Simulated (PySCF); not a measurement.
PySCF input for CuF, SMILES [F][Cu], multiplicity 1, TDA-CAM-B3LYP/def2-TZVPD. Geometry: PBE0-D3(BJ)/def2-TZVPD. The multiplicity is an assumed one; other spin states were not compared.

```python
import numpy as np
from pyscf import gto, scf, dft, tdscf

mol = gto.M(
    atom='''
    Cu    0.00000000    0.00000000   -0.41790068
    F     0.00000000    0.00000000    1.34656885
    ''',
    basis='def2-TZVPD',
    charge=0,
    spin=0,
    symmetry=True,
    symmetry_subgroup='C2v',
    max_memory=1600,
    verbose=4,
)
mf = dft.RKS(mol, xc='cam-b3lyp').density_fit(auxbasis='def2-universal-jkfit')
mf.grids.level = 3
mf.conv_tol = 1e-9
mf.max_cycle = 100
mf.kernel()
mf.grids = dft.Grids(mol).set(level=1).build(with_non0tab=True)  # coarser grid for the response kernel
td = tdscf.TDA(mf)
td.singlet = True
td.nstates = 10
td.conv_tol = 1e-4
td.kernel(x0=td.get_init_guess(mf, 15))
td.analyze()
tt = tdscf.TDA(mf)
tt.singlet = False
tt.nstates = 4
tt.conv_tol = 1e-4
tt.kernel(x0=tt.get_init_guess(mf, 9))
tt.analyze(verbose=3)
```

Output:

```
PySCF version 2.14.0

[INPUT] verbose = 4
[INPUT] num. atoms = 2
[INPUT] num. electrons = 38
[INPUT] charge = 0
[INPUT] spin (= nelec alpha-beta = 2S) = 0
[INPUT] symmetry True subgroup C2v
[INPUT] Mole.unit = angstrom
[INPUT] Symbol           X                Y                Z      unit          X                Y                Z       unit  Magmom
[INPUT]  1 Cu     0.000000000000   0.000000000000  -0.417900680000 AA    0.000000000000   0.000000000000  -0.789717832470 Bohr   0.0
[INPUT]  2 F      0.000000000000   0.000000000000   1.346568850000 AA    0.000000000000   0.000000000000   2.544646334371 Bohr   0.0

nuclear repulsion = 78.2757932068796
point group symmetry = Coov, use subgroup C2v
symmetry origin: [ 0.00000000e+00  0.00000000e+00 -3.48107452e-09]
symmetry axis x: [1. 0. 0.]
symmetry axis y: [0. 1. 0.]
symmetry axis z: [0. 0. 1.]
num. orbitals of irrep A1 = 39
num. orbitals of irrep A2 = 9
num. orbitals of irrep B1 = 20
num. orbitals of irrep B2 = 20
number of shells = 30
number of NR pGTOs = 150
number of NR cGTOs = 88
basis = def2-TZVPD
ecp = {}


******** <class 'pyscf.df.df_jk.DFSymAdaptedRKS'> ********
method = DFSymAdaptedRKS
initial guess = minao
damping factor = 0
level_shift factor = 0
DIIS = <class 'pyscf.scf.diis.CDIIS'>
diis_start_cycle = 1
diis_space = 8
diis_damp = 0
SCF conv_tol = 1e-09
SCF conv_tol_grad = None
SCF max_cycles = 100
direct_scf = False
XC library pyscf.dft.libxc version 7.1.2
    S. Lehtola, C. Steigemann, M. J. T. Oliveira, and M. A. L. Marques,  SoftwareX 7, 1–5 (2018)
XC functionals = cam-b3lyp
    T. Yanai, D. P. Tew, and N. C. Handy,  Chem. Phys. Lett. 393, 51 (2004)
radial grids:
    Treutler-Ahlrichs [JCP 102, 346 (1995); DOI:10.1063/1.469408] (M4) radial grids

becke partition: Becke, JCP 88, 2547 (1988); DOI:10.1063/1.454033
pruning grids: <function nwchem_prune>
grids dens level: 3
symmetrized grids: True
atomic radii adjust function: <function treutler_atomic_radii_adjust>
small_rho_cutoff = 0
Freeze 0 electrons in irreps []
    38 free electrons in irreps A1 A2 B1 B2
Set gradient conv threshold to 3.16228e-05
Initial guess from minao.
tot grids = 34904
******** <class 'pyscf.df.df.DF'> ********
auxbasis = def2-universal-jkfit
Create RSH-DF object <pyscf.df.df.DF object> for omega=0.33
******** <class 'pyscf.df.df.DF'> ********
auxbasis = auxmol.basis = def2-universal-jkfit
init E= -1739.97464071091
HOMO (B2) = -0.147768967291588  LUMO (A1) = -0.0836176036756058  gap/eV = 1.74565
cycle= 1 E= -1739.72702142509  delta_E= 0.248  |g|= 2.93  |ddm|= 1.35
HOMO (B2) = -0.223547338810668  LUMO (A1) = -0.203341717370648  gap/eV = 0.54982
cycle= 2 E= -1737.04841991282  delta_E= 2.68  |g|= 5.96  |ddm|= 2.83
HOMO (A1) = -0.444787853532446  LUMO (A1) = -0.140254490438195  gap/eV = 8.28677
cycle= 3 E= -1740.3844891898  delta_E= -3.34  |g|= 0.998  |ddm|= 2.29
HOMO (B1) = -0.304652009090901  LUMO (A1) = -0.0965036557361927  gap/eV = 5.66401
cycle= 4 E= -1740.44809128316  delta_E= -0.0636  |g|= 0.548  |ddm|= 0.544
HOMO (A1) = -0.334405193167941  LUMO (A1) = -0.0873155207343288  gap/eV = 6.72365
cycle= 5 E= -1740.49188978437  delta_E= -0.0438  |g|= 0.0325  |ddm|= 0.243
HOMO (A1) = -0.337950765077451  LUMO (A1) = -0.0842709026601938  gap/eV = 6.90298
cycle= 6 E= -1740.49231537157  delta_E= -0.000426  |g|= 0.00944  |ddm|= 0.0433
HOMO (A1) = -0.338025989193836  LUMO (A1) = -0.0839839147274759  gap/eV = 6.91284
cycle= 7 E= -1740.49242201627  delta_E= -0.000107  |g|= 0.00786  |ddm|= 0.0271
HOMO (A1) = -0.337292493035466  LUMO (A1) = -0.0837530778838342  gap/eV = 6.89916
cycle= 8 E= -1740.49246393217  delta_E= -4.19e-05  |g|= 0.00337  |ddm|= 0.022
HOMO (A1) = -0.336749065216658  LUMO (A1) = -0.0836256639621311  gap/eV = 6.88784
cycle= 9 E= -1740.49246932868  delta_E= -5.4e-06  |g|= 0.000473  |ddm|= 0.0102
HOMO (A1) = -0.336669530650181  LUMO (A1) = -0.0836237684606687  gap/eV = 6.88573
cycle= 10 E= -1740.49246948323  delta_E= -1.55e-07  |g|= 8.43e-05  |ddm|= 0.00136
HOMO (A1) = -0.336653856054669  LUMO (A1) = -0.0836168332673992  gap/eV = 6.88549
cycle= 11 E= -1740.49246949084  delta_E= -7.61e-09  |g|= 1.84e-05  |ddm|= 0.000314
HOMO (A1) = -0.33665136129284  LUMO (A1) = -0.083616024663371  gap/eV = 6.88544
cycle= 12 E= -1740.49246949118  delta_E= -3.4e-10  |g|= 4.68e-06  |ddm|= 7.94e-05
HOMO (A1) = -0.336651327036075  LUMO (A1) = -0.0836160509912887  gap/eV = 6.88544
Extra cycle  E= -1740.49246949118  delta_E= -3.18e-12  |g|= 7.98e-06  |ddm|= 8.81e-06
converged SCF energy = -1740.49246949118
tot grids = 12744


******** <class 'pyscf.tdscf.rks.TDA'> for <class 'pyscf.df.df_jk.DFSymAdaptedRKS'> ********
nstates = 10 singlet
deg_eia_thresh = 1.000e-03
wfnsym = None
conv_tol = 0.0001
eigh lindep = 1e-12
eigh level_shift = 0
eigh max_cycle = 100


Excitation energies (eV)
[2.51491712 2.51491712 2.6030811  2.84556824 2.84556874 5.31801507
 5.31801507 6.21845599 6.21845599 6.32253264]

** Singlet excitation energies and oscillator strengths **
Excited State   1:   B2      2.51492 eV    493.00 nm  f=0.0082
      14 -> 20       -0.20516
      18 -> 20       -0.66398
Excited State   2:   B1      2.51492 eV    493.00 nm  f=0.0082
      13 -> 20       -0.20516
      17 -> 20       -0.66398
Excited State   3:   A1      2.60308 eV    476.30 nm  f=0.0035
      12 -> 20        0.11706
      19 -> 20       -0.68158
Excited State   4:   A1      2.84557 eV    435.71 nm  f=0.0000
      16 -> 20       -0.69554
      16 -> 24        0.11585
Excited State   5:   A2      2.84557 eV    435.71 nm  f=0.0000
      15 -> 20        0.69554
      15 -> 24       -0.11585
Excited State   6:   B2      5.31802 eV    233.14 nm  f=0.0033
      14 -> 20        0.66372
      18 -> 20       -0.20722
Excited State   7:   B1      5.31802 eV    233.14 nm  f=0.0033
      13 -> 20        0.66372
      17 -> 20       -0.20722
Excited State   8:   B2      6.21846 eV    199.38 nm  f=0.0801
      15 -> 21       -0.12727
      16 -> 22        0.12727
      19 -> 22       -0.66048
Excited State   9:   B1      6.21846 eV    199.38 nm  f=0.0801
      15 -> 22        0.12727
      16 -> 21        0.12727
      19 -> 21        0.66048
Excited State  10:   A1      6.32253 eV    196.10 nm  f=0.0000
      17 -> 21       -0.47442
      18 -> 22        0.47442

** Transition electric dipole moments (AU) **
state          X           Y           Z        Dip. S.      Osc.
  1         0.0000      0.3641      0.0000      0.1325      0.0082
  2         0.3641      0.0000     -0.0000      0.1325      0.0082
  3         0.0000     -0.0000     -0.2338      0.0547      0.0035
  4         0.0000     -0.0000      0.0000      0.0000      0.0000
  5         0.0000     -0.0000     -0.0000      0.0000      0.0000
  6         0.0000      0.1593     -0.0000      0.0254      0.0033
  7         0.1593      0.0000     -0.0000      0.0254      0.0033
  8         0.0000      0.7252     -0.0000      0.5259      0.0801
  9        -0.7252      0.0000     -0.0000      0.5259      0.0801
 10        -0.0000      0.0000      0.0000      0.0000      0.0000

** Transition velocity dipole moments (imaginary part, AU) **
state          X           Y           Z        Dip. S.      Osc.
  1         0.0000      0.0139      0.0000      0.0002      0.0014
  2         0.0139      0.0000     -0.0000      0.0002      0.0014
  3         0.0000     -0.0000     -0.0010      0.0000      0.0000
  4        -0.0000      0.0000      0.0000      0.0000      0.0000
  5         0.0000     -0.0000      0.0000      0.0000      0.0000
  6         0.0000      0.0307     -0.0000      0.0009      0.0032
  7         0.0307      0.0000     -0.0000      0.0009      0.0032
  8         0.0000      0.0852      0.0000      0.0073      0.0212
  9        -0.0852      0.0000     -0.0000      0.0073      0.0212
 10        -0.0000      0.0000      0.0000      0.0000      0.0000

** Transition magnetic dipole moments (imaginary part, AU) **
state          X           Y           Z
  1         0.4926     -0.0000     -0.0000
  2         0.0000     -0.4926      0.0000
  3         0.0000      0.0000      0.0000
  4        -0.0000      0.0000      0.0000
  5         0.0000      0.0000     -0.0000
  6        -0.1791      0.0000      0.0000
  7         0.0000      0.1791      0.0000
  8         0.0021      0.0000      0.0000
  9         0.0000      0.0021     -0.0000
 10         0.0000     -0.0000      0.0000


******** <class 'pyscf.tdscf.rks.TDA'> for <class 'pyscf.df.df_jk.DFSymAdaptedRKS'> ********
nstates = 4 triplet
deg_eia_thresh = 1.000e-03
wfnsym = None
conv_tol = 0.0001
eigh lindep = 1e-12
eigh level_shift = 0
eigh max_cycle = 100


Excitation energies (eV)
[1.63725592 2.01893269 2.01893269 2.43525126]

** Triplet excitation energies and oscillator strengths **
Excited State   1:   A1      1.63726 eV    757.27 nm  f=0.0000
Excited State   2:   B2      2.01893 eV    614.11 nm  f=0.0000
Excited State   3:   B1      2.01893 eV    614.11 nm  f=0.0000
Excited State   4:   A1      2.43525 eV    509.12 nm  f=0.0000
```

Self-consistency was reached.

Cost: very roughly 27 core-seconds.
